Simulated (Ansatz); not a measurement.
Stepwise reaction of `NB(N)O[SiH3]` with hydrogen, as a gas-phase model of exchange steps in deposition or etching. ΔE in kJ/mol; ΔG adds harmonic PBE0-D4 terms to CCSD(T)/CBS, at 1 bar.

Gas-phase electronic energies from Ansatz, PBE0-D4/def2-TZVP geometries. CCSD(T)/CBS is the MP2 limit (def2-TZVPP, def2-QZVPP) plus CCSD(T) − MP2 in def2-TZVPP, frozen cores. This one scheme is used for every species. DFT in def2-TZVPP. B3LYP here is the variant with VWN-RPA as its local correlation; programs differ in this. Each species was taken in one conformer, which may not be the lowest.

```tsv
step	reaction	PBE-D4	B3LYP-D4	ωB97M-V	CCSD(T)/CBS	ΔG(500 K)
1	`NB(N)O[SiH3]` + H₂ → `NBO[SiH3]` + NH₃	55.6	57.8	57.4	56.1	60.1
2	`NBO[SiH3]` + H₂ → `BO[SiH3]` + NH₃	110.8	108.6	108.1	104.4	102.4
```

Task: By hand: ΔE of the 2 steps together at CCSD(T)/CBS.

Result: (56.1) + (104.4) = 160.5 kJ/mol, or 80.2 kJ/mol a step.

In ΔE each step is higher than the one before. All are uphill at CCSD(T)/CBS. ΔG lies between 60.1 and 102.4 kJ/mol a step. PBE-D4 differs from CCSD(T)/CBS by -0.5 to 6.4 kJ/mol a step. Isolated molecules leave out the surface, adducts and barriers. Largest T1 diagnostic: 0.013.
